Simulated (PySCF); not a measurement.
BBr3, SMILES BrB(Br)Br. Atoms are numbered in the order given.

```xyz
4

B      0.0000     0.0000     0.0000
Br     1.9050     0.0000     0.0000
Br    -0.9525    -1.6498     0.0000
Br    -0.9525     1.6498     0.0000
```

Geometry optimised at r2SCAN-D4/def2-SVP. The isomer is the one that the SMILES or the coordinates give; other isomers of the formula were not compared.

Method: TDA-ωB97X/def2-SVPD in PySCF.

Vertical excitations; the highest root listed may be one member of a degenerate set. The molecule is in vacuum. State labels are in the subgroup C2v.

**Question.** Estimate the UV-visible absorptions. (Estimate from the structure and the level; the computed values follow.)

**Answer.** 
| state | symmetry | energy (eV) | λ (nm) | f | main pairs |
|---|---|---|---|---|---|
| S1 | A2 | 5.07 | 244 | 0.000 | HOMO→LUMO 99 % |
| S2 | A2 | 5.84 | 212 | 0.000 | HOMO−4→LUMO (degenerate set) |
| S3 | B2 | 5.84 | 212 | 0.000 | HOMO−3→LUMO (degenerate set) |
| S4 | A1 | 6.30 | 197 | 0.173 | HOMO−2→LUMO (degenerate set) |
| S5 | B1 | 6.30 | 197 | 0.173 | HOMO−1→LUMO (degenerate set) |
| S6 | B1 | 7.39 | 168 | 0.000 | HOMO→LUMO+1 51 %, HOMO→LUMO+4 27 % |
| S7 | A2 | 7.90 | 157 | 0.000 | HOMO−1→LUMO+1, HOMO−1→LUMO+4, HOMO−1→LUMO+8 (degenerate set) |
| S8 | B2 | 7.90 | 157 | 0.000 | HOMO−2→LUMO+1, HOMO−2→LUMO+4, HOMO−2→LUMO+8 (degenerate set) |
| S9 | A1 | 7.97 | 156 | 0.000 | HOMO−5→LUMO 91 % |
| S10 | B1 | 8.07 | 154 | 0.000 | HOMO→LUMO+4 59 %, HOMO→LUMO+1 29 % |
| T1 | A2 | 4.93 | 252 | 0 | HOMO→LUMO 99 % |
| T2 | A1 | 5.40 | 230 | 0 | HOMO−2→LUMO (degenerate set) |
| T3 | B1 | 5.40 | 230 | 0 | HOMO−1→LUMO (degenerate set) |
| T4 | A2 | 5.65 | 219 | 0 | HOMO−4→LUMO 98 % |
Triplets are in the Tamm–Dancoff approximation.
